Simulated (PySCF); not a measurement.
C2H3ClFIn, singlet, at a GFN2-xTB geometry (such geometries of metal compounds can be far from the true shape) (core potentials on In); DF-PBE/def2-SV(P) in PySCF.

Here is a job for PySCF.
```python
from pyscf import gto, scf, dft

mol = gto.Mole()
mol.atom = '''
    In   -0.07179626   -0.13690190    0.13177180
    F    -0.74860769   -1.38757929    1.52082593
    Cl    0.65714310    1.86121984    1.03391519
    C    -0.25233904   -1.11237098   -1.86172087
    C     0.11880281   -0.52109555   -2.97170162
    H    -0.67239785   -2.10443794   -1.79459725
    H     0.02164986   -1.01539432   -3.93166503
    H     0.53601882    0.47630089   -2.99401287
'''
mol.basis = 'def2-sv(p)'
mol.ecp = {'In': 'def2-sv(p)'}
mol.verbose = 4
mol.max_memory = 1800
mol.build()

mf = dft.RKS(mol)
mf.xc = 'pbe'
mf = mf.density_fit(auxbasis='def2-universal-jkfit')
mf.kernel()
```

**Question.** What does PySCF print? Leave out banner, timings and long lists.

**Answer.** 
```
PySCF version 2.14.0

[INPUT] verbose = 4
[INPUT] num. atoms = 8
[INPUT] num. electrons = 62
[INPUT] charge = 0
[INPUT] spin (= nelec alpha-beta = 2S) = 0
[INPUT] symmetry False subgroup None
[INPUT] Mole.unit = angstrom
[INPUT] Symbol           X                Y                Z      unit          X                Y                Z       unit  Magmom
[INPUT]  1 In    -0.071796260000  -0.136901900000   0.131771800000 AA   -0.135675268168  -0.258707096933   0.249012612941 Bohr   0.0
[INPUT]  2 F     -0.748607690000  -1.387579290000   1.520825930000 AA   -1.414663508843  -2.622144834218   2.873944490837 Bohr   0.0
[INPUT]  3 Cl     0.657143100000   1.861219840000   1.033915190000 AA    1.241820483648   3.517195755207   1.953816545128 Bohr   0.0
[INPUT]  4 C     -0.252339040000  -1.112370980000  -1.861720870000 AA   -0.476851676136  -2.102076501114  -3.518142564687 Bohr   0.0
[INPUT]  5 C      0.118802810000  -0.521095550000  -2.971701620000 AA    0.224504773729  -0.984727874230  -5.615702185726 Bohr   0.0
[INPUT]  6 H     -0.672397850000  -2.104437940000  -1.794597250000 AA   -1.270647783246  -3.976811352744  -3.391297306398 Bohr   0.0
[INPUT]  7 H      0.021649860000  -1.015394320000  -3.931665030000 AA    0.040912306035  -1.918817173239  -7.429770120230 Bohr   0.0
[INPUT]  8 H      0.536018820000   0.476300890000  -2.994012870000 AA    1.012928767413   0.900078234987  -5.657864337723 Bohr   0.0

nuclear repulsion = 291.872690555331
number of shells = 42
number of NR pGTOs = 181
number of NR cGTOs = 92
basis = def2-sv(p)
ecp = {'In': 'def2-sv(p)'}

******** <class 'pyscf.df.df_jk.DFRKS'> ********
method = DFRKS
initial guess = minao
damping factor = 0
level_shift factor = 0
DIIS = <class 'pyscf.scf.diis.CDIIS'>
diis_start_cycle = 1
diis_space = 8
diis_damp = 0
SCF conv_tol = 1e-09
SCF conv_tol_grad = None
SCF max_cycles = 50
direct_scf = False
XC library pyscf.dft.libxc version 7.1.2
    S. Lehtola, C. Steigemann, M. J. T. Oliveira, and M. A. L. Marques,  SoftwareX 7, 1–5 (2018)
XC functionals = pbe
    J. P. Perdew, K. Burke, and M. Ernzerhof,  Phys. Rev. Lett. 77, 3865 (1996)
    J. P. Perdew, K. Burke, and M. Ernzerhof,  Phys. Rev. Lett. 78, 1396 (1997)
    J. P. Perdew, K. Burke, and M. Ernzerhof,  Phys. Rev. Lett. 77, 3865 (1996)
    J. P. Perdew, K. Burke, and M. Ernzerhof,  Phys. Rev. Lett. 78, 1396 (1997)
radial grids:
    Treutler-Ahlrichs [JCP 102, 346 (1995); DOI:10.1063/1.469408] (M4) radial grids

becke partition: Becke, JCP 88, 2547 (1988); DOI:10.1063/1.454033
pruning grids: <function nwchem_prune>
grids dens level: 3
symmetrized grids: False
atomic radii adjust function: <function treutler_atomic_radii_adjust>
small_rho_cutoff = 0
Set gradient conv threshold to 3.16228e-05
Initial guess from minao.
tot grids = 112680
init E= -806.673757629605
  HOMO = -0.615040809814593  LUMO = -0.556574088129242  gap/eV = 1.59096
cycle= 1 E= -825.926499763046  delta_E= -19.3  |g|= 2.46  |ddm|= 12.9
  HOMO = 0.109199133143025  LUMO = 0.122231016606771  gap/eV = 0.35462
cycle= 2 E= -790.322648392535  delta_E= 35.6  |g|= 10.7  |ddm|= 49.6
  HOMO = -0.194026194827209  LUMO = -0.039889768670771  gap/eV = 4.19427
cycle= 3 E= -827.206400504525  delta_E= -36.9  |g|= 1.04  |ddm|= 49.2
  HOMO = -0.18472997554476  LUMO = -0.110599738946142  gap/eV = 2.01719
cycle= 4 E= -826.817513639638  delta_E= 0.389  |g|= 1.69  |ddm|= 2.79
  HOMO = -0.251335022695737  LUMO = -0.0932353359590766  gap/eV = 4.30211
cycle= 5 E= -827.532732137972  delta_E= -0.715  |g|= 0.276  |ddm|= 1.68
  HOMO = -0.244678955590197  LUMO = -0.0983543462917884  gap/eV = 3.98170
cycle= 6 E= -827.53853453122  delta_E= -0.0058  |g|= 0.237  |ddm|= 0.506
  HOMO = -0.26326275139034  LUMO = -0.100918298981679  gap/eV = 4.41762
cycle= 7 E= -827.549605206221  delta_E= -0.0111  |g|= 0.0671  |ddm|= 0.261
  HOMO = -0.260144441305114  LUMO = -0.0991231278389617  gap/eV = 4.38161
cycle= 8 E= -827.550837738069  delta_E= -0.00123  |g|= 0.0178  |ddm|= 0.0845
  HOMO = -0.260544810988851  LUMO = -0.099632769351921  gap/eV = 4.37864
cycle= 9 E= -827.550932180162  delta_E= -9.44e-05  |g|= 0.00436  |ddm|= 0.0238
  HOMO = -0.260655739226633  LUMO = -0.099685313665473  gap/eV = 4.38023
cycle= 10 E= -827.550937638483  delta_E= -5.46e-06  |g|= 0.00158  |ddm|= 0.00677
  HOMO = -0.260556508747406  LUMO = -0.0995503965325191  gap/eV = 4.38120
cycle= 11 E= -827.550938333399  delta_E= -6.95e-07  |g|= 0.000211  |ddm|= 0.00178
  HOMO = -0.260568841795698  LUMO = -0.0995614280439564  gap/eV = 4.38123
cycle= 12 E= -827.550938345037  delta_E= -1.16e-08  |g|= 4.21e-05  |ddm|= 0.000294
  HOMO = -0.260571678055177  LUMO = -0.0995642220176249  gap/eV = 4.38124
cycle= 13 E= -827.550938345682  delta_E= -6.46e-10  |g|= 1.65e-05  |ddm|= 0.0001
  HOMO = -0.260569332708192  LUMO = -0.0995627626721081  gap/eV = 4.38121
Extra cycle  E= -827.550938345467  delta_E= 2.16e-10  |g|= 3.42e-05  |ddm|= 6.27e-05
converged SCF energy = -827.550938345467
```
